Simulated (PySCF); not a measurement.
C2H6OZn. Atoms are numbered in the order given.

```xyz
10

Zn    -0.2179     0.1392     0.3021
C     -1.5204     1.1425     1.3063
H     -2.1194     0.4697     1.9529
H     -2.2165     1.6760     0.6279
H     -1.0263     1.8951     1.9535
O      1.0406    -0.8747    -0.4689
C      1.3714    -0.8901    -1.8272
H      1.7421     0.0926    -2.2188
H      2.1950    -1.6228    -2.0035
H      0.5303    -1.2021    -2.4992
```

The structure is a stationary point at PBE-D3(BJ)/def2-SVP. The structure was generated by enumeration; whether it is a known compound was not checked. Other conformers were not sampled.

These are PBE-D3(BJ)/def2-SVP (PySCF 2.14.0) values and carry that method's errors.

Frequencies are harmonic and unscaled.

A small imaginary wavenumber (i) marks a very flat motion, where grid noise or a shallow saddle decides the sign.

| mode | ν (cm⁻¹) | IR (km/mol) | moving atoms (share of kinetic energy) |
|---|---|---|---|
| 1 | 20i | 0.9 | H 86 % |
| 2 | 84 | 0.0 | H 77 %, C 15 % |
| 3 | 92 | 1.1 | C 49 %, H 28 %, Zn 21 % |
| 4 | 140 | 11.4 | O 33 %, Zn 28 %, H 25 %, C 15 % |
| 5 | 216 | 8.8 | O 36 %, C 25 %, Zn 20 %, H 18 % |
| 6 | 501 | 5.0 | C 51 %, O 35 %, H 14 % |
| 7 | 629 | 50.6 | Zn 35 %, C 31 %, O 23 %, H 11 % |
| 8 | 689 | 37.4 | H 81 %, C 17 % |
| 9 | 690 | 37.5 | H 81 %, C 17 % |
| 10 | 1124 | 186.4 | C 36 %, O 35 %, H 28 % |
| 11 | 1128 | 0.0 | H 77 %, C 19 % |
| 12 | 1157 | 21.2 | H 73 %, C 21 % |
| 13 | 1166 | 73.4 | H 58 %, C 25 %, O 17 % |
| 14 | 1381 | 1.7 | H 95 % |
| 15 | 1382 | 1.5 | H 95 % |
| 16 | 1420 | 0.5 | H 96 % |
| 17 | 1422 | 0.8 | H 97 % |
| 18 | 1432 | 60.7 | H 88 %, C 11 % |
| 19 | 2851 | 174.3 | H 97 % |
| 20 | 2896 | 96.7 | H 91 %, C 9 % |
| 21 | 2949 | 73.7 | H 91 %, C 9 % |
| 22 | 2979 | 7.2 | H 97 % |
| 23 | 3082 | 4.0 | H 91 %, C 9 % |
| 24 | 3083 | 4.1 | H 91 %, C 9 % |
